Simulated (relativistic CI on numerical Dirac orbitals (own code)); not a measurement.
## Cu⁴⁺ in a cubic cluster: L2,3 absorption with charge transfer

Computed with a charge-transfer multiplet model of a cubic metal-ligand cluster with up to 2 ligand holes, Slater and spin-orbit integrals from Dirac-Coulomb-Breit ions, Slater integrals scaled by 0.8. The ground state mixes d7 with configurations of k ligand holes L, whose averages lie at kΔ + k(k − 1)U_dd/2; a core hole lowers each added d electron by U_cd. 300 K, Lorentzian 0.4 eV and Gaussian 0.3 eV FWHM.

Atomic integrals in eV (Slater integrals scaled, ζ unscaled), ground: F2dd 11.838, F4dd 7.422, zeta_d 0.120; with the core hole: F2dd 12.413, F4dd 7.786, zeta_d 0.150, zeta_core 13.370, F2cd 7.564, G1cd 5.867, G3cd 3.340.

Cluster parameters (eV): Δ = 1.2, U_cd = 9.2, 10Dq = 1.15, 10Dq(ligand) = 0.3, V(eg) = 3.4, V(t2g) = -1.85, final-state hopping factor = 0.9.

Weights, n_d and S are thermal averages at 300 K. Photon energies count from the first peak over 30 % of the highest in each spectrum, which can be another peak from case to case. The parameters are a model scan and need not match a compound or its usual spin state. Peaks in eV (height, largest 100): 0.0 (43), 1.3 (83), 2.4 (100), 4.3 (14), 4.9 (9), 20.6 (14), 22.0 (47), 22.7 (28), 23.7 (10), 24.4 (6).

(1) Which parameters give this spectrum?
A. U_dd = 8.2 eV
B. U_dd = 6.1 eV
C. U_dd = 6.8 eV
D. U_dd = 9.6 eV
E. U_dd = 7.5 eV

## Answers

(1) D. U_dd = 9.6 eV; the ground state then has 7.63 d electrons and S = 0.60. The choice follows from running the model for each set and comparing peak positions and heights.
